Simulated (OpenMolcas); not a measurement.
**C I: effect of the basis set**

```json
{
 "Program": "OpenMolcas 26.06",
 "Method": "CASSCF",
 "Active space": "4 electrons in 8 orbitals (2s 2p 3s 3p)",
 "State averaging": "2S+1 = 3 even, 3 roots; 2S+1 = 1 even, 6 roots; 2S+1 = 5 odd, 1 root; 2S+1 = 3 odd, 8 roots; 2S+1 = 1 odd, 3 roots",
 "Spin-orbit coupling": "RASSI with atomic mean-field integrals over the reference wave functions, term energies averaged over their components"
}
```

A. ANO-RCC-VTZP [4s3p2d1f], DKH2, point nucleus; cost roughly 17 core-seconds
B. ANO-RCC-VQZP [5s4p3d2f1g], DKH2, point nucleus; cost roughly 30 core-seconds
C. ANO-RCC [8s8p4d3f2g], DKH2, point nucleus; cost of the order of 70 core-seconds

Energies in cm-1 above 2s2 2p2 3P0, the measured ground level; measured values from NIST Handbook of Basic Atomic Spectroscopic Data.

```json
{"Level": "2s2 2p2 3P0", "A": "0.0", "B": "0.0", "C": "0.0", "Measured": "0.0"}
{"Level": "2s2 2p2 3P1", "A": "15.0", "B": "14.8", "C": "14.8", "Measured": "16.4"}
{"Level": "2s2 2p2 3P2", "A": "44.8", "B": "44.1", "C": "44.1", "Measured": "43.4"}
{"Level": "2s2 2p2 1D2", "A": "12058", "B": "11976", "C": "11963", "Measured": "10193"}
{"Level": "2s2 2p2 1S0", "A": "19045", "B": "18840", "C": "18790", "Measured": "21648"}
{"Level": "2s 2p3 5S* 2", "A": "25357", "B": "25418", "C": "25449", "Measured": "33735"}
```

Deviations, from unrounded energies. A percentage is the sum of absolute deviations over the sum of measured energies, with the sign that they share, or ± where signs differ.

```tsv
Against measurement	Levels	A	B	C
mean absolute deviation (cm-1)	5	2600	2600	2600
fine structure of the ground term (%)	2	±4.6	±3.9	±3.9
other terms of the ground configuration (%)	2	±14.0	±14.4	±14.5
other configurations (%)	1	-24.8	-24.7	-24.6
```

A, B, C lie about equally close to measurement. The largest miss of A in the table is 2s 2p3 5S* 2, by -8400 cm-1. The ranking rests on the paired levels alone, and a cruder setting can come out closer through cancelling errors.

Among A to C the level of the table that moves most is 2s2 2p2 1S0, by 260 cm-1 (lowest in C, highest in A).

Without dynamic correlation excited terms often stand tens of per cent too high (terms of higher spin than the ground term too low), and those without a measured partner can miss by more than the paired ones. The run also gave levels led by 2s2 2p 3s, which use shells meant for correlation; these and all levels above them are left out. Measured partners are found by configuration, term and J. A level has none where our copy of the source lacks it or the pairing is in doubt (some pairs that miss far off the trend of their configuration count as doubtful), and it then counts in no deviation. Levels of configurations outside the active space are missing. The table leaves out levels that lie high or whose names do not pair safely across all columns.

* marks odd parity.
